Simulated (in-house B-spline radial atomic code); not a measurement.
Results of a calculation; reference values are marked as such.
C6 from the polarisability at imaginary frequency: Hg²⁺

TDHF linear response of the closed shell [Xe] 4f14 5d10, from a B-spline radial code for spherical atoms; scalar-relativistic (spin-free one-electron X2C), finite nucleus, no spin-orbit coupling; shells from n = 3 respond.

The dispersion coefficient of two like species is C6 = (3/π) ∫ α(iu)² du from 0 to ∞.

| u (hartree) | α(iu) (bohr³) |
| --- | --- |
| 0 | 7.329 |
| 0.156 | 7.116 |
| 0.364 | 6.378 |
| 0.624 | 5.313 |
| 1.04 | 3.946 |
| 1.56 | 2.811 |
| 2.34 | 1.819 |
| 3.64 | 1.028 |
| 5.2 | 0.6176 |
| 7.79 | 0.3386 |
| 13 | 0.1567 |
| 26 | 0.05372 |

Fit one oscillator, α(iu) = α(0)/(1 + u²/ω²), through u = 1.04 and estimate C6.

From α(0)/α(iu) − 1 = 7.329/3.946 − 1 = 0.8573, ω = u/√0.8573 = 1.1232 hartree (30.6 eV). London's formula gives C6 = (3/4) α(0)² ω = 0.75 × 7.329² × 1.1232 = 45.25 hartree·bohr⁶, and the oscillator holds f = α(0) ω² = 9.25 electrons, of a sum of oscillator strengths of 71.6.

How does that compare with the full integral?

The program's quadrature over all excitations gives C6 = 47.63, so the single oscillator is off by -5.0 %. At the last point the fit gives α = 0.0137 against 0.0537: higher excitations, and deeper shells where there are any, keep the true curve higher at large u.
